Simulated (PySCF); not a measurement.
Radial density of Mo (molybdenum, neutral)

BP86, [Kr] 4d5 5s1, high-spin 7S determinant. All numbers are calculated (PySCF 2.14, a scalar-relativistic core potential, in cc-pVDZ-PP with ECP28MDF (4s4p3d1f, 38 functions)). This is the valence pseudo-density: the core potential removes the inner electrons and smooths the orbitals near the nucleus.

```
r (bohr)  4πr²ρ (e/bohr)  4πr²(ρα − ρβ)
  0.0438       2.204e-05         0.0000
  0.0737       6.633e-05         0.0000
   0.124       0.0003533         0.0001
   0.208        0.004260         0.0011
   0.351          0.1014         0.0239
   0.590           2.431         0.3754
   0.992           10.71         2.0235
    1.67           5.792         2.6475
    2.81           1.393         1.2900
    4.72          0.2558         0.2555
    7.94        0.009660         0.0097
```

Energies and moments cover only the electrons outside the core potential.
